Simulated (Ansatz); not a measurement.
The molecule AlS, multiplicity 2 (the spin of the measured ground state).

D_e counts from the fitted minimum to each atom's lowest state at the same level, without counterpoise.

Programs: Ansatz (Gaussian orbitals). Each number belongs to the level named beside it.

Q: One of these levels gives 94.55 kcal/mol for the bond energy D_e. Which one is it?
A) SVWN5/def2-TZVPP
B) r2SCAN/def2-TZVPP
C) B3LYP/def2-TZVPP

A: C, B3LYP/def2-TZVPP. The others give 118.14 (SVWN5/def2-TZVPP), 102.99 (r2SCAN/def2-TZVPP)

Ansatz is a quantum-chemistry and plane-wave program.
